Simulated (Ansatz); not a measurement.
Computed with Ansatz on PBE0-D4/def2-TZVP structures; ΔE is electronic, products minus reactants. CBS: MP2 limit from def2 TZ/QZ plus the TZ coupled-cluster correction, frozen cores. This one scheme is used for every species, atoms too. Functionals use def2-TZVPP. B3LYP here is the variant with VWN-RPA as its local correlation; programs differ in this. No spin–orbit coupling; open shells (•) take unrestricted orbitals. Spin–orbit coupling would lower the free atoms: a little for C, S. For Cu outer-core shells are correlated without core-valence functions, so the limit isn't a true one: a few kJ/mol of doubt a bond, and 10 to 20 or more in all where bonds break to atoms. Scalar relativity is left out up to krypton. One conformer a species, not always the lowest.

`C[S+](C)[Cu-][NH2]` → 2 C• + Cu• + 8 H• + N• + S•  (atomization)

Problem. What is ΔE at CCSD(T)/CBS? (Best estimate.)

Solution. Ansatz gave: +4390.7 kJ/mol.

Problem. What do these levels give: LDA (SPW92), PBE-D4, revPBE-D4, B2PLYP, revPBE, r2SCAN, B3LYP, CCSD(T)/def2-SVP, HF/def2-QZVPP, SCS-MP2/def2-QZVPP, HF/CBS(def2), CCSD/CBS(def2)? (Estimate.)

Solution. The calculation gave: LDA (SPW92) 5046.6, PBE-D4 4482.6, revPBE-D4 4375.0, B2PLYP 4332.3, revPBE 4292.8, r2SCAN 4399.9, B3LYP 4332.4, CCSD(T)/def2-SVP 4080.1, HF/def2-QZVPP 3030.4, SCS-MP2/def2-QZVPP 4396.7, HF/CBS(def2) 3031.8, CCSD/CBS(def2) 4310.1 kJ/mol.

Problem. What do rigid-rotor, harmonic-oscillator terms from PBE0-D4/def2-TZVP frequencies (298.15 K, 1 bar) make of the CCSD(T)/CBS value? (An estimate is asked.)

Solution. Computed: ΔZPE = -267.8 kJ/mol, ΔH = +4176.8 kJ/mol, ΔS = 1331 J/(mol·K), ΔG = +3780.1 kJ/mol. Open shells count their whole term as degenerate.

Largest T1 diagnostic among the species: 0.022, so the coupled-cluster value is less sure than usual.

From BLYP to BHLYP (50 % exact exchange), in def2-TZVPP and without D4, ΔE moves by −142.6 kJ/mol: exact exchange takes away binding that semilocal exchange gives to molecules. At CCSD(T), def2-SVP lies −310.6 kJ/mol from the extrapolated value and def2-TZVPP −136.4 kJ/mol: correlation converges slowly with the basis, and small sets miss more of it in the bonded molecule than in its fragments.

For atomizations the MP2-based limit and the directly extrapolated one differ by several kJ/mol either way, and by 10 to 25 for some Ge, Se and Sn compounds, so smaller differences from it don't rank the levels.
